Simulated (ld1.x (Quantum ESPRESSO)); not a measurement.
# An all-electron radial function and its pseudo partner (aluminium)

Columns: radius, all-electron u(r) and pseudo u(r) of the 3p shell (level -2.70 eV) of aluminium in the configuration [Ne] 3s2 3p1; revPBE, scalar-relativistic, RRKJ scheme, ld1.x (Quantum ESPRESSO) 7.5.

| r (bohr) | all-electron | pseudo |
| --- | --- | --- |
| 0.118 | 0.0905 | -0.0031 |
| 0.235 | 0.1825 | -0.0121 |
| 0.353 | 0.2124 | -0.0270 |
| 0.470 | 0.1911 | -0.0474 |
| 0.588 | 0.1386 | -0.0731 |
| 0.705 | 0.0709 | -0.1033 |
| 0.822 | -0.0027 | -0.1375 |
| 0.940 | -0.0769 | -0.1754 |
| 1.058 | -0.1478 | -0.2158 |
| 1.175 | -0.2129 | -0.2574 |
| 1.292 | -0.2720 | -0.2995 |
| 1.410 | -0.3253 | -0.3414 |
| 1.528 | -0.3728 | -0.3815 |
| 1.645 | -0.4142 | -0.4185 |
| 1.763 | -0.4503 | -0.4520 |
| 1.880 | -0.4804 | -0.4810 |
| 1.998 | -0.5053 | -0.5055 |
| 2.115 | -0.5249 | -0.5249 |
| 2.232 | -0.5398 | -0.5398 |
| 2.350 | -0.5504 | -0.5504 |
| 2.468 | -0.5571 | -0.5571 |
| 2.585 | -0.5602 | -0.5602 |
| 2.702 | -0.5601 | -0.5601 |
| 2.820 | -0.5574 | -0.5574 |
| 2.938 | -0.5522 | -0.5522 |
| 3.055 | -0.5451 | -0.5451 |

Task: How many radial nodes do the two functions have?

Result: The all-electron 3p function has n − l − 1 = 1; the pseudo-wave has 0, since the states of the same l below it are removed with the core.

Task: At about which radius was the pseudo-wave matched?

Result: 2.35 bohr. The columns agree to 0.0005 from 2.00 bohr on; several derivatives are matched, so the curves merge somewhat inside the radius.

Task: Is the pseudo-wave norm-conserving?

Result: Yes: the RRKJ scheme keeps the norm inside the radius equal to the all-electron one, which fixes the energy derivative of the logarithmic derivative at the level.
